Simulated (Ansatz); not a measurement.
Consider the ligand exchange at the Si–N bond: `[SiH3][NH][AlH][Cl]` + `OB(O)Cl` → `OB(Cl)O[SiH3]` + `[NH2][AlH][Cl]`.

Gas-phase electronic energies from Ansatz, PBE0-D4/def2-TZVP geometries. CCSD(T)/CBS is the MP2 limit (def2-TZVPP, def2-QZVPP) plus CCSD(T) − MP2 in def2-TZVPP, frozen cores. DFT in def2-TZVPP. One conformer a species, not always the lowest.

CCSD(T)/CBS gives -37.6 kJ/mol.

Q: Another level gave -38.1 kJ/mol. Which?
A. BHLYP/def2-TZVPP
B. HF/def2-TZVPP
C. CCSD/def2-TZVPP
D. PBE/def2-TZVPP

A: C. CCSD/def2-TZVPP -38.1, PBE -32.5, BHLYP -44.1, HF/def2-TZVPP -48.5 kJ/mol.

Q: What do rigid-rotor, harmonic-oscillator terms from PBE0-D4/def2-TZVP frequencies (298.15 K, 1 bar) make of the CCSD(T)/CBS value? (Best estimate.)

A: Ansatz gave: ΔZPE = -1.2 kJ/mol, ΔH = -37.8 kJ/mol, ΔS = 5 J/(mol·K), ΔG = -39.4 kJ/mol.

Largest T1 diagnostic among the species: 0.012.

In def2-TZVPP, CCSD(T) changes the Hartree–Fock value by +12.2 kJ/mol (the triples alone add +1.8 kJ/mol) and MP2 by +12.5 kJ/mol. At CCSD(T), def2-SVP lies +10.2 kJ/mol from the extrapolated value and def2-TZVPP +1.3 kJ/mol. Leaving LDA and LC-ωPBE aside and taking each functional with its dispersion term where it has one, the values, not all of them listed here, spread over 11.3 kJ/mol, from BHLYP-D4 to revPBE-D4.
